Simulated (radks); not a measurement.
Effect of the nuclear size on the silicon ion Si4+, [Ne]. All-electron calculation, Dirac Kohn-Sham, exchange-only LDA, spin-unpolarised, spherical densities, finite nucleus; Fermi nuclear charge, rms radius 3.1224 fm. Program: a radial shooting solver on a logarithmic mesh with Libxc functionals. The rms radius is varied about that value; shifts are against it.

rms radius (fm),total energy shift (eV),density at nucleus (e/bohr^3),1s1/2 shift (meV),2s1/2 shift (meV)
2.7477,-0.00118,1886,-0.496,-0.034
2.8945,-0.000734,1885,-0.309,-0.021
3.1224,0,1883,0.000,0.000
3.2535,0.000447,1882,0.188,0.013
3.8281,0.00262,1878,1.10,0.075

Slopes of the eigenvalues against <r^2> in GHz/fm^2, as finite differences over the two radii next to the reference (eigenvalue slopes, not the field-shift constants of lines): 1s1/2 54.5, 2s1/2 3.70.
